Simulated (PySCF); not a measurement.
Molecule: `CC[CH2][AlH3-]`, [C3H10Al]-.

Geometry:
```
atom   x (Å)   y (Å)   z (Å)
  C1  -1.659   0.254  -0.152
  C2  -0.886  -0.341   1.018
  C3   0.524   0.231   1.161
 Al4   1.840  -0.146  -0.355
  H5  -1.773   1.346  -0.031
  H6  -2.670  -0.179  -0.252
  H7  -1.116   0.097  -1.097
  H8  -1.492  -0.205   1.940
  H9  -0.821  -1.436   0.871
 H10   0.988  -0.175   2.082
 H11   0.459   1.325   1.332
 H12   1.844  -1.773  -0.649
 H13   1.423   0.654  -1.739
 H14   3.340   0.348   0.127
```

Total charge -1.

Geometry PBE0-D3(BJ)/def2-SVP throughout; GIAO in PySCF 2.14.0 with density-fitted response routines, gas phase, one conformer, non-relativistic; equivalent atoms averaged; functional PBE0.

For orientation, aug-cc-pVDZ gives these absolute shieldings σ: C2 166.9, C1 175.9, C3 178.5, Al4 507.1, H12/H13/H14 27.60, H8/H9 29.63, H5/H6/H7 30.39, H10/H11 31.50 ppm.

A run gave: C2 155.4, C1 163.7, C3 168.2, Al4 456.6, H12/H13/H14 27.66, H8/H9 29.65, H5/H6/H7 30.41, H10/H11 31.57 ppm (absolute shieldings σ).

Q: Which basis set was used in that run?
A. cc-pVDZ
B. cc-pVTZ
C. IGLO-III
D. pcSseg-0

A: C. C3 tells them apart best: IGLO-III gives 168.2, cc-pVTZ gives 173.5, pcSseg-0 gives 181.7, cc-pVDZ gives 182.1 ppm.
